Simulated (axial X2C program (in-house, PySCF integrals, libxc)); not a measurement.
# AuH⁻: cheaper levels and CCSD(T), 2c

Computed with an in-house relativistic program for diatomic molecules. Two-component (2c) means X2C with spin–orbit coupling and atomic mean-field two-electron Coulomb and Gaunt terms. Basis: Au dyall-acv3z [14s15p10d6f4g], H dyall-av3z [7s3p2d] (cores contracted in-house); Gaussian nuclei, density fitting, unrestricted open shells. Masses: Au 196.967 u, H 1.008 u.

State: Ω = 1/2 (⟨Sz⟩ = 0.49, ⟨Lz⟩ = 0.01 at HF); fragments Au- + H.

```tsv
level	Re (Å)	ωe (cm⁻¹)	De (eV)
PBE0	1.617	1782.9	1.76
HF	1.652	1662.2	1.40
MP2	1.594	1914.8	1.49
CCSD	1.627	1741.7	1.64
B3LYP	1.628	1720.2	1.70
```

Correlated methods: 13 electrons correlated (number of frozen shells: Au 5 s, 4 p, 2 d, 1 f; H none), 255 virtual spin orbitals or spinors in MP2, 90 natural virtuals in coupled cluster.

CCSD(T), same Hamiltonian and basis:

Re = 1.628 Å, ωe = 1743.1 cm⁻¹, De = 1.59 eV; T1 = 0.030 (Lee–Taylor normalisation).

Q: Give the differences from CCSD(T) in the columns below.

A: 

| level | ΔRe (Å) | Δωe (cm⁻¹) | ΔDe (eV) |
| --- | --- | --- | --- |
| PBE0 | -0.011 | 40 | 0.17 |
| HF | 0.024 | -81 | -0.19 |
| MP2 | -0.034 | 172 | -0.10 |
| CCSD | -0.001 | -1 | 0.05 |
| B3LYP | 0.000 | -23 | 0.11 |

The state is one determinant whose occupation by symmetry is held fixed; it was picked as the lowest of a PBE0 search that is not exhaustive. Dissociation energies refer to the lowest single-determinant-based atoms at the same level and basis. Density functionals use the spin component along the axis (collinear). Coupled cluster ran in a truncated set of natural virtual spinors; the MP2 energy of the rest was added. (T) has no such correction and the atoms are truncated less, which lowers De at CCSD(T) by a hundredth of an eV or more. The highest occupied level of some functionals is positive through self-interaction error; at Hartree–Fock it is bound. Hartree–Fock gets electron affinities wrong, so its lowest charge split need not be the true one.
